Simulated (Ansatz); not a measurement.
AlClH5NSi, SMILES `[SiH3][NH][AlH][Cl]`, charge 0, multiplicity 1.

(1) Give a relaxed structure at PBE0-D4/def2-TZVP (Ansatz 0.2.0). (An estimate is asked.)

Answers

(1) The calculation gave: 
```xyz
9

Si    0.363    1.370   -0.145
N    -0.644   -0.038   -0.150
Al   -0.308   -1.736    0.220
Cl    1.632   -2.282    0.784
H     0.416    2.007   -1.490
H    -0.140    2.396    0.811
H     1.728    0.953    0.256
H    -1.605    0.148   -0.415
H    -1.442   -2.819    0.128
```
Point group Cs.
This is one stationary point; other conformers may exist.
